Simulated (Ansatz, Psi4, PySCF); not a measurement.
Molecule: CH7P2Si (charge 0, doublet). SMILES: P[Si](P)C
Coordinates optimised at B3LYP-D3(BJ)/def2-TZVP (Ansatz, an electronic-structure program):
```xyz
11

C     -1.6053     1.3975    -0.2649
Si    -0.1617     0.2199    -0.5562
P     -0.5679    -1.9389     0.0290
P      1.6875     1.0522     0.4610
H     -1.3545     2.4083    -0.5915
H     -2.4917     1.0654    -0.8069
H     -1.8528     1.4322     0.8002
H     -1.1674    -1.6018     1.2759
H     -1.8152    -2.0040    -0.6482
H      2.4699    -0.1065     0.2257
H      1.3126     0.6439     1.7724
```
Charge 0, spin multiplicity 2.

Property: size of the dipole moment, in D. Terms: non-relativistic; LANL2DZ with its own core potentials from Na on; no spin-orbit coupling; six Cartesian d functions in 6-31G* and its kin unless marked 5d; 6-311+G** with 5d, 6d on Na to Ar in Ansatz; no dispersion term unless named; UHF or UKS for open shells. First-principles rows: single points at B3LYP-D3(BJ) geometries (Ansatz).

```json
[
 {"level": "PBE/6-31G*", "program": "Ansatz", "size of the dipole moment (D)": "1.88"},
 {"level": "BP86/def2-SVP", "program": "PySCF", "size of the dipole moment (D)": "1.61"},
 {"level": "B3LYP/LANL2DZ", "program": "Ansatz", "size of the dipole moment (D)": "1.91"},
 {"level": "B3LYP/6-31G*", "program": "Ansatz", "size of the dipole moment (D)": "1.73"},
 {"level": "B3LYP/6-311+G**", "program": "Ansatz", "size of the dipole moment (D)": "1.48"},
 {"level": "M06-2X/6-31G* (5d)", "program": "PySCF", "size of the dipole moment (D)": "1.65"},
 {"level": "M06-2X/6-311+G**", "program": "PySCF", "size of the dipole moment (D)": "1.47"},
 {"level": "wB97X-D/6-311+G**", "program": "Psi4", "size of the dipole moment (D)": "1.58"},
 {"level": "B3PW91/6-31G* (5d)", "program": "PySCF", "size of the dipole moment (D)": "1.81"}
]
```

No value to compare with is used here. The 9 habitual levels span 1.47 (M06-2X/6-311+G**) to 1.91 D (B3LYP/LANL2DZ).

The levels are drawn from those run, B3LYP/6-31G* more often than the rest, none by its result; left out are runs that failed, that the program found above a lower state of the same kind, or whose <S^2> lies over 0.5 above the pure value.
